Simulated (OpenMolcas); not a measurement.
# Fe3+, Ru3+, Os3+: d⁵ down the group

| Item | Value |
| --- | --- |
| Program | OpenMolcas 26.06 |
| Method | SS-CASPT2, IPEA 0.25 Eh, imaginary shift 0.1 Eh |
| Basis | ANO-RCC-VQZP |
| Scalar Hamiltonian | DKH2, point nucleus |
| Spin-orbit coupling | state interaction with AMFI integrals over the reference wave functions, term energies averaged over their components |

Active space for each ion: 5 electrons in 5 orbitals (d); closed shells correlated by CASPT2: Fe3+ 3s 3p; Ru3+ 4s 4p; Os3+ 5s 5p.

Computed levels in cm-1 above ⁶S_5/2:

```
                               Level   Fe3+   Ru3+   Os3+
                              ⁴G_7/2  33130  23500  21010
                             ⁴G_11/2  33140  23570  22090
                              ⁴G_9/2  33150  23640  22820
                              ⁴P_1/2  36700  26840  24380
                              ⁴D_7/2  39800  27960  26870
                              ⁴D_1/2  39890  28820  30480
                             ²I_11/2  48360  34490  32220
                             ²I_13/2  48440  34990  35160
                           ²F_7/2(1)  53380  40040  44520
weight of ⁶S in the lowest level (%)    100     99     88
```

Mixed levels, with the weight of the term that names them: Ru3+ ⁴P_1/2 (71 %), Ru3+ ⁴D_1/2 (72 %), Ru3+ ²F_7/2(1) (71 %), Os3+ ⁴G_7/2 (67 %), Os3+ ⁴P_1/2 (60 %), Os3+ ⁴D_7/2 (70 %), Os3+ ⁴D_1/2 (64 %), Os3+ ²F_7/2(1) (60 %).

Measured, with the error of the calculation in %. Measured levels: Fe3+ from Corliss and Sugar, J. Phys. Chem. Ref. Data 11, 135 (1982).

| Level | Fe3+ |
| --- | --- |
| ⁴G_11/2 | 32246 (+2.8) |
| ⁴P_1/2 | 35407 (+3.7) |
| ⁴D_7/2 | 38779 (+2.6) |
| ⁴D_1/2 | 38897 (+2.5) |
| ²F_7/2(1) | 51394 (+3.9) |

Without spin-orbit coupling ⁴G lies 33130, 23540, 21710 cm-1 above ⁶S in that order; the difference to the level ⁴G_7/2, of either sign, comes from spin-orbit coupling, which also lowers the zero.

CASPT2 does not keep the components of a term degenerate, so their means are used; among the terms shown or strongly mixed into the levels shown the widest spread is 200 cm-1 (4d⁵ ⁴F, Ru3+). Measured partners are found by configuration, term and J. A level has none where our copy of the source lacks it or the pairing is in doubt (some pairs that miss far off the trend of their configuration count as doubtful), and it then counts in no deviation. Only configurations of the active space appear.

A number in round brackets counts repeated terms of one configuration in the order of the reference energies.
